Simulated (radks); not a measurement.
Values are calculated unless marked as measured or tabulated.
Q: Neutral platinum: order these configurations by energy. Level of theory: scalar-relativistic Kohn-Sham, PBE, spin-polarised, spherical densities, finite nucleus; Fermi nuclear charge, rms radius of each element as measured or else 0.836 A^(1/3) + 0.57 fm (a radial shooting solver on a logarithmic mesh with Libxc functionals). Open shells are filled with parallel spins first. [Xe] 4f14 5d10; [Xe] 4f14 5d8 6s1 6p1; [Xe] 4f14 5d8 6s2; [Xe] 4f14 5d9 6p1; [Xe] 4f14 5d9 6s1.

A: From the lowest, in eV above it: [Xe] 4f14 5d9 6s1 0.000; [Xe] 4f14 5d10 0.450; [Xe] 4f14 5d8 6s2 0.873; [Xe] 4f14 5d9 6p1 5.163; [Xe] 4f14 5d8 6s1 6p1 5.405.
